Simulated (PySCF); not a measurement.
Vertical excitations of a molecule CH₅FOSi₂ from PySCF with TDA-PBE/def2-SVPD, as energy in eV (oscillator strength): 5.10 (0.004), 5.43 (0.022), 5.52 (0.002), 5.73 (0.020), 5.90 (0.019), 5.96 (0.024), 6.13 (0.022), 6.57 (0.011), 6.60 (0.075), 6.62 (0.013). Lowest triplet (TDA): 4.68 eV. Coordinates come from a PBE-D3(BJ)/def2-SVP optimisation. Other conformers were not sampled.

Problem. Pick the molecule that these values belong to.
A. F[Si@@H]1OC[SiH2]1
B. F[Si@H]1C[SiH2]O1
C. F[Si@H]1CO[SiH2]1
D. O=C([SiH3])[SiH2]F

Solution. C, F[Si@H]1CO[SiH2]1
